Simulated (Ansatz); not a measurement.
Consider the cleavage of the Si–In bond: `[CH3][In]([SiH3])[Cl]` + `C=C(O)F` → `C=C(F)O[SiH3]` + `[CH3][InH][Cl]`.

Gas-phase electronic energies from Ansatz, PBE0-D4/def2-TZVP geometries. CCSD(T)/CBS is the MP2 limit (def2-TZVPP, def2-QZVPP) plus CCSD(T) − MP2 in def2-TZVPP, frozen cores. Functionals use def2-TZVPP. def2 core potentials past Kr. For In outer-core shells are correlated without core-valence functions, which leaves a few kJ/mol of doubt a bond. One conformer a species, not always the lowest.

`[CH3][In]([SiH3])[Cl]`:

Z-matrix (Å, degrees):
```
C
In 1 2.141
H 1 1.091 2 110.2
H 1 1.091 2 110.0 3 -119.4
H 1 1.089 2 109.0 3 120.4
Si 2 2.565 1 137.7 3 57.7
Cl 2 2.365 1 110.5 3 -122.4
H 6 1.489 2 109.9 1 -56.4
H 6 1.484 2 111.0 1 -177.2
H 6 1.489 2 109.7 1 62.1
```

`C=C(O)F`:

```xyz
7

C    -0.927   -0.516    0.101
C     0.250    0.041   -0.119
O     0.766    1.084    0.534
F     1.084   -0.409   -1.063
H    -1.238   -1.361   -0.492
H    -1.569   -0.121    0.873
H     1.633    1.282    0.167
```

`C=C(F)O[SiH3]`:

```xyz
10

C     0.394    2.017   -0.572
C     0.364    0.797   -0.066
F     1.281    0.389    0.826
O    -0.518   -0.151   -0.339
Si   -0.555   -1.693    0.307
H     1.167    2.705   -0.270
H    -0.357    2.315   -1.287
H    -1.731   -2.311   -0.341
H    -0.730   -1.637    1.777
H     0.685   -2.430   -0.035
```

`[CH3][InH][Cl]`:

Cartesian coordinates in Å:
```
C -0.441 -0.173 0.957
In 0.516 -0.135 -0.947
Cl 0.460 2.031 -1.875
H -0.321 -1.135 1.454
H -0.018 0.618 1.577
H -1.503 0.033 0.818
H 1.306 -1.239 -1.983
```

**Question.** Is it downhill or uphill in electronic energy at CCSD(T)/CBS, and by how much? (Best estimate.)

**Answer.** Computed: Downhill: ΔE = -48.4 kJ/mol.

**Question.** What do these levels give: PBE-D4, PBE0-D4, ωB97M-V, B2PLYP, PBE, PBE0, HF/def2-TZVPP, MP2/def2-TZVPP, CCSD/def2-TZVPP, HF/def2-QZVPP, SCS-MP2/def2-QZVPP, MP2/CBS(def2)? (An estimate is asked.)

**Answer.** The calculation gave: PBE-D4 -28.9, PBE0-D4 -35.1, ωB97M-V -51.7, B2PLYP -52.2, PBE -28.0, PBE0 -34.5, HF/def2-TZVPP -71.2, MP2/def2-TZVPP -52.6, CCSD/def2-TZVPP -53.1, HF/def2-QZVPP -73.1, SCS-MP2/def2-QZVPP -57.4, MP2/CBS(def2) -50.2 kJ/mol.

Largest T1 diagnostic among the species: 0.012.

In def2-TZVPP, CCSD(T) changes the Hartree–Fock value by +20.5 kJ/mol (the triples alone add +2.3 kJ/mol) and MP2 by +18.6 kJ/mol. From PBE to PBE0 (25 % exact exchange), in def2-TZVPP and without D4, ΔE moves by −6.5 kJ/mol.
